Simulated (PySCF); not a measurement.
One of the candidates below gave these computed data.

All candidates are C5H12Si2.

- Rotational structure: rotational constants A, B, C: 2.533, 1.286, 0.962 GHz [GFN2-xTB]
- NMR, other nuclei: isotropic shieldings of nuclei other than C and H, by class: 396 (1 Si), 465 (1 Si) ppm [GIAO PBE0/pcSseg-1]
- 1H NMR: chemical shifts (computed TMS as zero) by class: 6.43 (1 H), 5.88 (1 H), 4.51 (1 H), 3.43 (3 H), 2.58 (1 H), 2.30 (1 H), 2.18 (1 H), 1.59 (1 H), 1.34 (1 H), 0.92 (1 H) ppm [GIAO PBE0/pcSseg-1]
- 13C NMR: chemical shifts (computed TMS as zero) by class: 159.3 (1 C), 133.7 (1 C), 44.1 (1 C), 31.9 (1 C), 16.6 (1 C) ppm [GIAO PBE0/pcSseg-1]
- UV, strongest line: among the 8 lowest singlet transitions: S2 at 6.49 eV (191 nm, f = 0.163) [TDDFT CAM-B3LYP/def2-SVPD]
- UV, first state: lowest singlet excitation: 6.24 eV (199 nm, f = 0.064) [TDDFT CAM-B3LYP/def2-SVPD]
- Dipole: 0.80 D [CAM-B3LYP/def2-SVPD]

Electronic properties: PySCF, gas phase, density fitting. Levels stand in brackets. Geometry: GFN2-xTB, one conformer, isolated molecule. NMR values are class means; diastereotopic atoms form classes of their own.

**Question.** Which candidate is it?
A. `C=C1CCC[Si@H]1[SiH3]`
B. `C=C[Si@@H]1C[SiH2][C@H]1C`
C. `C#C[Si@H]([SiH3])C(C)C`

**Answer.** A. It is `C=C1CCC[Si@H]1[SiH3]`. Numbering: `[CH2:1]=[C:2]1[CH2:3][CH2:4][CH2:5][Si@H:6]1[SiH3:7]`. Its formula, C5H12Si2, gives 2 degrees of unsaturation: 1 ring and 1 π bond in the structure found. 5 carbons fall into 5 classes; from least to most shielded: fully substituted alkene carbon [C2] (159.3 ppm), terminal =CH2 carbon [C1] (133.7 ppm), allylic carbon [C3] (44.1 ppm), ring CH2 carbon [C4] (31.9 ppm), ring sp3 carbon bound to silicon [C5] (16.6 ppm). Hydrogen classes from least to most shielded: 1 H on a terminal =CH2 carbon, C1 (6.43 ppm), 1 H on a terminal =CH2 carbon, C1 (5.88 ppm), 1 H on an SiH silicon, Si6 (4.51 ppm), 3 H on an SiH3 silicon, Si7 (3.43 ppm), 1 H on an allylic carbon, C3 (2.58 ppm), 1 H on an allylic carbon, C3 (2.30 ppm), 1 H on a ring CH2 carbon, C4 (2.18 ppm), 1 H on a ring CH2 carbon, C4 (1.59 ppm), 1 H on an sp3 carbon bound to silicon, C5 (1.34 ppm), 1 H on an sp3 carbon bound to silicon, C5 (0.92 ppm). The other shieldings belong to: 396 ppm, SiH silicon [Si6]; 465 ppm, SiH3 silicon [Si7]. The optimised geometry has point group C1 and is an asymmetric top.

The others, at the same levels:
- `C#C[Si@H]([SiH3])C(C)C` fails: its computed 13C shifts are 105.6 (1 C), 88.5 (1 C), 21.6 (1 C), 20.7 (1 C), 20.1 (1 C) ppm, 1H shifts are 4.56 (1 H), 3.45 (3 H), 2.00 (1 H), 1.43 (1 H), 1.23 (3 H), 1.09 (3 H) ppm and rotational constant A is 1.679 GHz (against 2.533 GHz).
- `C=C[Si@@H]1C[SiH2][C@H]1C` fails: its computed 13C shifts are 145.9 (1 C), 143.7 (1 C), 16.3 (1 C), 16.1 (1 C), -3.9 (1 C) ppm, 1H shifts are 6.90 (1 H), 6.72 (1 H), 6.24 (1 H), 4.90 (1 H), 4.89 (1 H), 4.58 (1 H), 1.38 (3 H), 1.32 (1 H), 0.71 (1 H), 0.31 (1 H) ppm and rotational constant A is 2.416 GHz (against 2.533 GHz).

Each candidate is one conformer, not necessarily the lowest. The conformers computed, where there is a choice (atom-mapped SMILES and torsion angles):
- `[CH:1]#[C:2][Si@H:3]([SiH3:4])[CH:5]([CH3:6])[CH3:7]`: C2–Si3–C5–C6 -172°
- `[CH2:1]=[CH:2][Si@@H:3]1[CH2:4][SiH2:5][C@H:6]1[CH3:7]`: C1–C2–Si3–C4 58°

The conformers of `C=C1CCC[Si@H]1[SiH3]` aren't listed.
